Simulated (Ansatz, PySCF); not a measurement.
Gas-phase reaction R1 → P1 + P2, each structure at its B3LYP-D3(BJ)/def2-TZVP stationary point, reached from a drawn start (curvature not checked).
R1, H6Mo (SMILES [MoH6]) (charge 0, multiplicity 1, Z-matrix in Å and degrees):
```
Mo
H 1 1.6382
H 1 1.6382 2 61.58
H 1 1.6383 2 61.59 3 -71.21
H 1 1.6887 2 116.38 3 -107.20
H 1 1.6888 2 116.37 3 35.99
H 1 1.6889 2 64.77 3 144.40
```
P1, H4Mo (SMILES [MoH4]) (charge 0, multiplicity 3):
```xyz
5

Mo     0.000     0.000     0.000
H      0.984     0.965     0.984
H      0.971    -0.983    -0.979
H     -0.966     0.990    -0.977
H     -0.989    -0.972     0.971
```
P2: H2 (SMILES [H][H]), charge 0, multiplicity 1.

```json
[
 {"level": "HF/def2-TZVPP", "reaction energy (kcal/mol)": "-42.56", "cost": "-"},
 {"level": "HF/def2-QZVPP", "reaction energy (kcal/mol)": "-42.38", "cost": "-"},
 {"level": "SVWN5/def2-TZVPP", "reaction energy (kcal/mol)": "41.01", "cost": "×0.7"},
 {"level": "PBE/def2-TZVPP", "reaction energy (kcal/mol)": "20.50", "cost": "×1"},
 {"level": "PBE-D3(BJ)/def2-TZVPP", "reaction energy (kcal/mol)": "21.48", "cost": "×1"},
 {"level": "BLYP/def2-TZVPP", "reaction energy (kcal/mol)": "11.83", "cost": "×1"},
 {"level": "BLYP-D4/def2-TZVPP", "reaction energy (kcal/mol)": "13.82", "cost": "×1"},
 {"level": "revPBE/def2-TZVPP", "reaction energy (kcal/mol)": "14.27", "cost": "×1"},
 {"level": "revPBE-D3(BJ)/def2-TZVPP", "reaction energy (kcal/mol)": "16.84", "cost": "×1"},
 {"level": "revPBE-D4/def2-TZVPP", "reaction energy (kcal/mol)": "17.75", "cost": "×1"},
 {"level": "r2SCAN/def2-TZVPP", "reaction energy (kcal/mol)": "12.66", "cost": "×2"},
 {"level": "r2SCAN-D3(BJ)/def2-TZVPP", "reaction energy (kcal/mol)": "12.91", "cost": "×2"},
 {"level": "r2SCAN-D4/def2-TZVPP", "reaction energy (kcal/mol)": "12.87", "cost": "×2"},
 {"level": "B97M-V/def2-TZVPP", "reaction energy (kcal/mol)": "6.50", "cost": "×3"},
 {"level": "B3LYP/def2-TZVPP", "reaction energy (kcal/mol)": "7.28", "cost": "×1"},
 {"level": "B3LYP-D3(BJ)/def2-TZVPP", "reaction energy (kcal/mol)": "9.02", "cost": "×1"},
 {"level": "B3LYP-D4/def2-TZVPP", "reaction energy (kcal/mol)": "8.64", "cost": "×1"},
 {"level": "PBE0/def2-TZVPP", "reaction energy (kcal/mol)": "12.18", "cost": "×1"},
 {"level": "PBE0-D3(BJ)/def2-TZVPP", "reaction energy (kcal/mol)": "13.01", "cost": "×1"},
 {"level": "PBE0-D4/def2-TZVPP", "reaction energy (kcal/mol)": "12.88", "cost": "×1"},
 {"level": "BHLYP/def2-TZVPP", "reaction energy (kcal/mol)": "-4.41", "cost": "×1"},
 {"level": "BHLYP-D3(BJ)/def2-TZVPP", "reaction energy (kcal/mol)": "-3.01", "cost": "×1"},
 {"level": "M06-2X/def2-TZVPP", "reaction energy (kcal/mol)": "4.71", "cost": "-"},
 {"level": "CAM-B3LYP/def2-TZVPP", "reaction energy (kcal/mol)": "7.01", "cost": "×1"},
 {"level": "CAM-B3LYP-D3(BJ)/def2-TZVPP", "reaction energy (kcal/mol)": "7.75", "cost": "×1"},
 {"level": "CAM-B3LYP-D4/def2-TZVPP", "reaction energy (kcal/mol)": "7.70", "cost": "×1"},
 {"level": "wB97M-V/def2-TZVPP", "reaction energy (kcal/mol)": "10.28", "cost": "×3"},
 {"level": "B2PLYP/def2-TZVPP", "reaction energy (kcal/mol)": "10.60", "cost": "×2"},
 {"level": "B2PLYP-D3(BJ)/def2-TZVPP", "reaction energy (kcal/mol)": "11.41", "cost": "×2"},
 {"level": "B2PLYP-D4/def2-TZVPP", "reaction energy (kcal/mol)": "11.19", "cost": "×2"},
 {"level": "MP2/def2-QZVPP", "reaction energy (kcal/mol)": "23.23", "cost": "-"},
 {"level": "MP2/CBS(def2-TZVPP, def2-QZVPP)", "reaction energy (kcal/mol)": "24.39", "cost": "-"},
 {"level": "SCS-MP2/def2-SVP", "reaction energy (kcal/mol)": "12.73", "cost": "-"},
 {"level": "SCS-MP2/def2-TZVPP", "reaction energy (kcal/mol)": "19.21", "cost": "-"},
 {"level": "CCSD/def2-TZVPP", "reaction energy (kcal/mol)": "3.76", "cost": "-"},
 {"level": "CCSD/def2-QZVPP", "reaction energy (kcal/mol)": "4.84", "cost": "-"},
 {"level": "CCSD(T)/def2-SVP", "reaction energy (kcal/mol)": "5.54", "cost": "×1"},
 {"level": "CCSD(T)/def2-TZVPP", "reaction energy (kcal/mol)": "9.76", "cost": "×7"},
 {"level": "CCSD(T)/def2-QZVPP", "reaction energy (kcal/mol)": "11.20", "cost": "×70*"},
 {"level": "CCSD(T)/CBS(def2-TZVPP, def2-QZVPP)", "reaction energy (kcal/mol)": "12.12", "cost": "×80*"}
]
```

P less R. No zero-point or thermal terms; singlets are restricted closed shells; open shells are unrestricted; no spin–orbit coupling. The spin states of the d-block species are the ones drawn and need not be the lowest.

Frozen-core correlation throughout. CBS(a, b) extrapolates the correlation energy as X⁻³ and adds the Hartree–Fock energy of set b.

Programs: Ansatz (Gaussian orbitals); PySCF for M06-2X and the D3/D4 terms. No computed number here is a measurement. Elements past Kr take the def2 small-core potentials, without spin–orbit coupling.

Costs are rough ratios of core time to PBE/def2-TZVPP (about 4 s over the structures, on one shared machine); a dash marks a level with no comparable run of its own. A star marks coupled-cluster runs past 200 virtual orbitals, where the program's memory plan changes under this machine's limit, so their costs aren't comparable with smaller runs.

Ansatz is an electronic-structure program.
